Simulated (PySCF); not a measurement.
## TDDFT excited states: C5H8F2

Species: C5H8F2.
Z-matrix (Å and degrees, GFN2-xTB geometry), rows numbered from 1:
```
F 
C   1  1.3678
C   2  1.5255  1  110.45
F   3  1.3849  2  106.03  1   180.00
C   3  1.5343  2  116.19  1   -52.04
C   5  1.5384  3   89.24  2   109.99
C   3  1.5343  2  116.15  1    52.09
H   2  1.0953  1  107.61  3  -120.63
H   2  1.0953  1  107.64  3   120.61
H   5  1.0873  3  111.51  2  -134.66
H   5  1.0875  3  115.12  2    -8.94
H   6  1.0867  5  112.63  3  -105.11
H   6  1.0866  5  115.58  3   127.97
H   7  1.0874  3  111.57  2   134.57
H   7  1.0873  3  115.09  2     8.84
```

Method: PySCF 2.14.0, density-fitted response routines, TDDFT PBE0/def2-SVPD, vertical, gas phase, core orbitals frozen in the response.

Question: List the vertical singlet excitations with oscillator strengths and describe the spectrum.

Answer: 

```tsv
state	E (eV)	E (hartree)	f	symmetry	main configurations (H = HOMO, L = LUMO)
S1	8.21	0.3017	0.0059	A′	H→L (88%)
S2	8.28	0.3044	0.030	A″	H-1→L (86%), H-1→L+1 (8%)
S3	8.58	0.3152	0.026	A′	H→L+1 (81%), H→L (9%), H→L+3 (8%)
S4	8.63	0.3170	0.059	A″	H-1→L+1 (78%), H-1→L (12%), H-1→L+3 (8%)
S5	8.95	0.3288	0.056	A′	H→L+3 (82%), H→L+1 (12%)
S6	9.00	0.3308	0.0014	–	H-1→L+3 (72%), H-1→L+1 (11%)
```

Triplets (Tamm–Dancoff): T1 7.88 eV, H→L (63%), H→L+3 (17%), H→L+1 (15%); T2 8.02 eV, H-1→L (61%), H-1→L+3 (16%), H-1→L+1 (15%).

The lowest singlet lies at 8.21 eV (151 nm, vacuum ultraviolet) and is weak; its leading configuration is HOMO→LUMO (88%). The most intense listed level is S4 at 8.63 eV (144 nm, f = 0.059), 0.42 eV above S1. Löwdin shares by element: HOMO carbon 45% or more, fluorine 14% or more (atoms not listed hold the other 42%); LUMO carbon 33% or more, fluorine 10% or more (atoms not listed hold the other 57%). The oscillator strengths of these states sum to 0.178; summed over the whole spectrum of an exact calculation they would give the number of electrons, 56 (Thomas–Reiche–Kuhn). Of the 6 states listed, 4 reach f = 0.01 and none stays under 0.0005. The listed states span 0.79 eV, and the widest gap between neighbours is 0.32 eV (S4 to S5). Symmetry labels in Cs follow from the direction of the transition dipole and are given only for states with f of 0.002 or more. Only the lowest 6 singlets were computed, as vertical energies without vibronic structure.

Hardware: one thread of an AMD EPYC 7B13 (shared host). Cost: 31 s (grids of density and orbitals included), 0.80 GiB resident at most.

One conformer stands for the species.

Without π bonds the low states may be Rydberg-like; a valence basis with one diffuse set may place them up to an eV too high.
